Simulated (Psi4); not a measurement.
CH₅InSe₂ (SMILES [CH3][In]([SeH])[SeH]), singlet, at a GFN2-xTB geometry (such geometries of metal compounds can be far from the true shape) (core potentials on In).

Input for Psi4:
```
memory 2 GB

molecule {
0 1
In   -0.51642338   -0.34101904   -0.01028381
C    -2.38166760   -1.57928913   -0.06265456
H    -2.16760574   -2.51029758   -0.58359885
H    -3.15876746   -1.02164659   -0.58087309
H    -2.69117282   -1.78988919    0.95994238
Se   -0.52027585    2.21024285   -0.24372097
H     0.91520717    2.27641164   -0.36788039
Se    1.82213143   -1.34871761    0.27203342
H     2.43399982   -0.06076809    0.48962056
}

set {
  basis def2-sv(p)
}

energy('cam-b3lyp')
print_variables()
```

### Question
What does this run give for the number of basis functions, nuclear repulsion energy?

### Answer

```yaml
number_of_basis_functions: 114
nuclear_repulsion_energy: 607.2350 Eh
```

### Question
Roughly what does it cost on one core?

### Answer
very roughly 22 core-seconds.
